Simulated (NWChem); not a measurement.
System: C₄H₄ClF; SMILES FC1=C(Cl)CC1

Input file for NWChem:

```
start job
memory heap 200 mb stack 900 mb global 1100 mb
geometry units angstroms noautosym nocenter noautoz
  F      1.699640     1.276903     0.000000
  C      0.427293     0.898934     0.000000
  C     -0.208301    -0.296076     0.000000
  Cl     0.284357    -1.939584     0.000000
  C     -1.583718     0.341914     0.000000
  C     -0.832075     1.724658     0.000000
  H     -2.194154     0.151659     0.906595
  H     -2.194154     0.151659    -0.906595
  H     -1.003617     2.343108    -0.905739
  H     -1.003617     2.343108     0.905739
end
basis spherical
  * library 6-31g*
end
dft
  xc hfexch
  iterations 150
  mulliken
end
task dft energy
esp
  recalculate
  probe 0.07
  range 0.3
  factor 1.0
  spacing 0.02
end
task esp
```

NWChem printed, in part:

```
             Northwest Computational Chemistry Package (NWChem) 7.3.0
             --------------------------------------------------------

                             Geometry "geometry" -> ""
                             -------------------------

 Output coordinates in angstroms (scale by  1.889725989 to convert to a.u.)

  No.       Tag          Charge          X              Y              Z
 ---- ---------------- ---------- -------------- -------------- --------------
    1 F                    9.0000     1.69964000     1.27690300     0.00000000
    2 C                    6.0000     0.42729300     0.89893400     0.00000000
    3 C                    6.0000    -0.20830100    -0.29607600     0.00000000
    4 Cl                  17.0000     0.28435700    -1.93958400     0.00000000
    5 C                    6.0000    -1.58371800     0.34191400     0.00000000
    6 C                    6.0000    -0.83207500     1.72465800     0.00000000
    7 H                    1.0000    -2.19415400     0.15165900     0.90659500
    8 H                    1.0000    -2.19415400     0.15165900    -0.90659500
    9 H                    1.0000    -1.00361700     2.34310800    -0.90573900
   10 H                    1.0000    -1.00361700     2.34310800     0.90573900

 Effective nuclear repulsion energy (a.u.)     271.1877789569

  xc_inp: hfexch multiplicative factor not found.

                                 NWChem DFT Module
                                 -----------------

 Summary of "ao basis" -> "ao basis" (spherical)
 ------------------------------------------------------------------------------
       Tag                 Description            Shells   Functions and Types
 ---------------- ------------------------------  ------  ---------------------
 F                           6-31g*                  6       14   3s2p1d
 C                           6-31g*                  6       14   3s2p1d
 Cl                          6-31g*                  8       18   4s3p1d
 H                           6-31g*                  2        2   2s

            General Information
            -------------------
          SCF calculation type: DFT
          Wavefunction type:  closed shell.
          No. of atoms     :    10
          No. of electrons :    54
           Alpha electrons :    27
            Beta electrons :    27
          Charge           :     0
          Spin multiplicity:     1
          Use of symmetry is: off; symmetry adaption is: off
          Maximum number of iterations: 150
          AO basis - number of functions:    96
                     number of shells:    46
          Convergence on energy requested:  1.00D-06
          Convergence on density requested:  1.00D-05
          Convergence on gradient requested:  5.00D-04

              XC Information
              --------------
                     Hartree-Fock (Exact) Exchange  1.000

      Superposition of Atomic Density Guess
      -------------------------------------

 Sum of atomic energies:        -711.45686149

      Non-variational initial energy
      ------------------------------

 Total energy =    -714.551484
 1-e energy   =   -1518.057453
 2-e energy   =     532.318190
 HOMO         =      -0.217452
 LUMO         =       0.091281

     ---------------------------------------------
      Total Density - Mulliken Population Analysis
     ---------------------------------------------

    Atom       Charge   Shell Charges
 -----------   ------   -------------------------------------------------------
    1 F    9     9.43   2.00  0.94  3.38  1.01  2.09  0.01
    2 C    6     5.40   2.00  0.69  1.60  0.48  0.55  0.08
    3 C    6     6.04   2.00  0.71  1.73  0.54  1.00  0.05
    4 Cl  17    17.12   2.00  2.00  5.98  1.38  3.62  0.52  1.60  0.02
    5 C    6     6.41   2.00  0.71  1.92  0.65  1.09  0.04
    6 C    6     6.47   2.00  0.71  1.93  0.66  1.13  0.04
    7 H    1     0.79   0.47  0.32
    8 H    1     0.79   0.47  0.32
    9 H    1     0.78   0.46  0.32
   10 H    1     0.78   0.46  0.32

   convergence    iter        energy       DeltaE   RMS-Dens  Diis-err
 ---------------- ----- ----------------- --------- --------- ---------
 d= 0,ls=0.0,diis     1   -712.5706417548 -9.84D+02  7.14D-03  4.81D-01
 d= 0,ls=0.0,diis     2   -712.6341837954 -6.35D-02  2.76D-03  1.08D-01
 d= 0,ls=0.0,diis     3   -712.6463283833 -1.21D-02  1.16D-03  1.05D-02
 d= 0,ls=0.0,diis     4   -712.6480856128 -1.76D-03  3.39D-04  4.36D-04
 d= 0,ls=0.0,diis     5   -712.6481780838 -9.25D-05  1.29D-04  4.80D-05
  Resetting Diis
 d= 0,ls=0.0,diis     6   -712.6481901972 -1.21D-05  4.49D-05  5.22D-06
 d= 0,ls=0.0,diis     7   -712.6481915441 -1.35D-06  8.26D-06  4.38D-07
 d= 0,ls=0.0,diis     8   -712.6481916292 -8.51D-08  3.38D-06  1.68D-07

         Total DFT energy =     -712.648191629153
      One electron energy =    -1520.179607197739
           Coulomb energy =      596.133833553563
    Exchange-Corr. energy =      -59.790196941844
 Nuclear repulsion energy =      271.187778956867

 Numeric. integr. density =        0.000000000000

                       DFT Final Molecular Orbital Analysis
                       ------------------------------------

 Vector   25  Occ=2.000000D+00  E=-4.992539D-01
              MO Center= -1.0D-01, -1.3D+00,  1.9D-14, r^2= 2.8D+00
   Bfn.  Coefficient  Atom+Function         Bfn.  Coefficient  Atom+Function
  ----- ------------  ---------------      ----- ------------  ---------------
    51      0.606908   4 Cl pz               55      0.309198   4 Cl pz
    47     -0.234208   4 Cl pz               65     -0.172504   5 C  pz
    33      0.164887   3 C  pz               37      0.139662   3 C  pz
    69     -0.132938   5 C  pz               89     -0.103874   7 H  s
    91      0.103874   8 H  s                19      0.093482   2 C  pz

 Vector   26  Occ=2.000000D+00  E=-4.497133D-01
              MO Center=  3.2D-02, -1.4D+00, -6.0D-16, r^2= 2.6D+00
   Bfn.  Coefficient  Atom+Function         Bfn.  Coefficient  Atom+Function
  ----- ------------  ---------------      ----- ------------  ---------------
    49      0.642245   4 Cl px               53      0.360517   4 Cl px
    45     -0.246276   4 Cl px               31     -0.177423   3 C  px
    64     -0.166472   5 C  py               63      0.128088   5 C  px
    50      0.122503   4 Cl py               18      0.112863   2 C  py
    20     -0.105460   2 C  s                68     -0.103227   5 C  py

 Vector   27  Occ=2.000000D+00  E=-3.481157D-01
              MO Center=  4.0D-02, -9.2D-03,  3.4D-15, r^2= 3.0D+00
   Bfn.  Coefficient  Atom+Function         Bfn.  Coefficient  Atom+Function
  ----- ------------  ---------------      ----- ------------  ---------------
    19      0.349985   2 C  pz               33      0.348132   3 C  pz
    51     -0.339801   4 Cl pz               37      0.310883   3 C  pz
    55     -0.246526   4 Cl pz               23      0.243457   2 C  pz
     5     -0.172324   1 F  pz                9     -0.162277   1 F  pz
    47      0.128814   4 Cl pz               94      0.117015   9 H  s

 Vector   28  Occ=0.000000D+00  E= 1.705929D-01
              MO Center= -8.4D-03,  4.1D-01,  1.2D-12, r^2= 2.8D+00
   Bfn.  Coefficient  Atom+Function         Bfn.  Coefficient  Atom+Function
  ----- ------------  ---------------      ----- ------------  ---------------
    37     -0.654477   3 C  pz               23      0.611901   2 C  pz
    19      0.422028   2 C  pz               33     -0.377149   3 C  pz
    94      0.370494   9 H  s                96     -0.370494  10 H  s
    83      0.248252   6 C  pz               55      0.199644   4 Cl pz
    90      0.198725   7 H  s                92     -0.198725   8 H  s

 Vector   29  Occ=0.000000D+00  E= 2.152456D-01
              MO Center= -2.6D-01, -7.8D-01, -3.3D-14, r^2= 5.6D+00
   Bfn.  Coefficient  Atom+Function         Bfn.  Coefficient  Atom+Function
  ----- ------------  ---------------      ----- ------------  ---------------
    54     -1.074914   4 Cl py               34      1.035308   3 C  s
    36     -0.948898   3 C  py               52     -0.917247   4 Cl s
    66      0.762029   5 C  s                80      0.676782   6 C  s
    94     -0.527046   9 H  s                96     -0.527046  10 H  s
    90     -0.422813   7 H  s                92     -0.422813   8 H  s

 Vector   30  Occ=0.000000D+00  E= 2.400379D-01
              MO Center= -1.2D+00,  5.3D-01,  1.2D-14, r^2= 6.2D+00
   Bfn.  Coefficient  Atom+Function         Bfn.  Coefficient  Atom+Function
  ----- ------------  ---------------      ----- ------------  ---------------
    66      1.370530   5 C  s                80      1.361122   6 C  s
    34     -0.922044   3 C  s                90     -0.855251   7 H  s
    92     -0.855251   8 H  s                94     -0.839667   9 H  s
    96     -0.839667  10 H  s                54      0.608733   4 Cl py
    36      0.559568   3 C  py               52      0.531860   4 Cl s

     ---------------------------------------------
      Total Density - Mulliken Population Analysis
     ---------------------------------------------

    Atom       Charge   Shell Charges
 -----------   ------   -------------------------------------------------------
    1 F    9     9.40   2.00  0.93  3.29  1.05  2.11  0.02
    2 C    6     5.53   2.00  0.66  1.85  0.45  0.48  0.09
    3 C    6     6.16   2.00  0.67  1.93  0.53  0.98  0.06
    4 Cl  17    16.97   2.00  2.00  5.98  1.37  3.56  0.57  1.46  0.04
    5 C    6     6.34   2.00  0.64  2.00  0.67  0.97  0.06
    6 C    6     6.39   2.00  0.64  2.01  0.67  1.01  0.05
    7 H    1     0.81   0.52  0.29
    8 H    1     0.81   0.52  0.29
    9 H    1     0.80   0.52  0.29
   10 H    1     0.80   0.52  0.29

     -------------------------------------------
      Total Density - Lowdin Population Analysis
     -------------------------------------------

    Atom       Charge   Shell Charges
 -----------   ------   -------------------------------------------------------
    1 F    9     9.13   1.99  0.92  3.17  0.81  2.20  0.04
    2 C    6     5.86   1.99  0.52  1.69  0.36  1.09  0.21
    3 C    6     6.17   1.99  0.54  1.79  0.40  1.33  0.13
    4 Cl  17    16.95   2.00  1.99  5.91  1.13  3.31  0.66  1.90  0.04
    5 C    6     6.20   1.99  0.53  1.83  0.42  1.33  0.10
    6 C    6     6.22   1.99  0.54  1.84  0.43  1.33  0.10
    7 H    1     0.87   0.50  0.37
    8 H    1     0.87   0.50  0.37
    9 H    1     0.86   0.49  0.37
   10 H    1     0.86   0.49  0.37

     Multipole analysis of the density
     ---------------------------------

     L   x y z        total         alpha         beta         nuclear
     -   - - -        -----         -----         ----         -------
     0   0 0 0     -0.000000    -27.000000    -27.000000     54.000000

     1   1 0 0     -0.804911     -0.926364     -0.926364      1.047817
     1   0 1 0      0.576254      0.736641      0.736641     -0.897028
     1   0 0 1      0.000000      0.000000      0.000000      0.000000

     2   2 0 0    -31.218884   -121.983565   -121.983565    212.748245
     2   1 1 0     -1.558983      7.071227      7.071227    -15.701437
     2   1 0 1     -0.000000     -0.000000     -0.000000      0.000000
     2   0 2 0    -30.726641   -218.158650   -218.158650    405.590659
     2   0 1 1      0.000000      0.000000      0.000000      0.000000
     2   0 0 2    -30.490571    -21.109964    -21.109964     11.729358

                     NWChem Electrostatic Potential Fit Module
                     -----------------------------------------

 Atom parameters

 Number of atoms is                                   10
 Number of basis functions is                         96

 Grid parameters

 Maximum number of grid points is                  39850
 Number of grid points is                          39849
 Grid range                                     0.300000 nm
 Grid spacing                                   0.020000 nm
 Probe radius                                   0.070000 nm
 Atom radius factor                             1.000000

 Atomic radii

    1    0.100000
    6    0.147000
    9    0.128000
   17    0.169000
 FASTESP  F
  using M.O. file = ./job.movecs

    Atom              Coordinates                           Charge

                                                  ESP

    1 F     0.169964    0.127690    0.000000   -0.210767
    2 C     0.042729    0.089893    0.000000    0.308686
    3 C    -0.020830   -0.029608    0.000000   -0.057516
    4 Cl    0.028436   -0.193958    0.000000   -0.114608
    5 C    -0.158372    0.034191    0.000000    0.026974
    6 C    -0.083208    0.172466    0.000000   -0.159853
    7 H    -0.219415    0.015166    0.090660    0.033101
    8 H    -0.219415    0.015166   -0.090660    0.033568
    9 H    -0.100362    0.234311   -0.090574    0.070183
   10 H    -0.100362    0.234311    0.090574    0.070231
                                            ------------
                                                0.000000

 Dipole moment                                  1.034380

 Quadrupole moment Qxx                          1.422725
                   Qyy                         -5.799877
                   Qzz                          4.377152

 RMS deviation kJ/mol                           0.067906

 RRMS %                                        36.911757
```

Level: Hartree-Fock/6-31G* (spherical d). Geometry: optimised at PBE-D3(BJ)/def2-SVP.
